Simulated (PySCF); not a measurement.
Compound: C2H6BN.
SMILES: `BN1CC1`

The closed-shell ground state was solved at several levels (PySCF, density fitting, gas phase, non-relativistic). Isolated species at its PBE0-D3(BJ)/def2-SVP geometry, gas phase.

| level | basis functions | total energy (Eh) | HOMO (eV) | LUMO (eV) | gap (eV) | dipole (D) |
| --- | --- | --- | --- | --- | --- | --- |
| B3LYP/pcJ-1 | 168 | -159.4142 | -7.60 | -0.23 | 7.37 | 2.39 |
| B3LYP/def2-SVPD | 128 | -159.2982 | -7.65 | -0.23 | 7.42 | 2.24 |
| PBE0/pcSseg-1 | 98 | -159.1800 | -7.85 | 0.01 | 7.86 | 2.34 |

Estimate the row for HF/pcSseg-2, a basis of 228 functions; the other rows only guide the guess.

Total energy -158.3851 Eh, HOMO -10.90 eV, LUMO 2.49 eV, gap 13.39 eV, dipole 1.99 D.

Over all these levels, which gives the widest orbital gap and which the narrowest?

HF/pcSseg-2 (Hartree–Fock, all exact exchange) has the widest, 13.39 eV, and B3LYP/pcJ-1 (global hybrid, 20 % exact exchange) the narrowest, 7.37 eV. Functional and basis both differ between the two, so the spread mixes both effects. The HOMO need not be the same orbital at Hartree–Fock and at DFT levels.

How far do the dipole and the HOMO energy spread over the levels?

The dipole runs from 1.99 to 2.39 D (mean 2.24 D) and the HOMO from -10.90 to -7.60 eV.
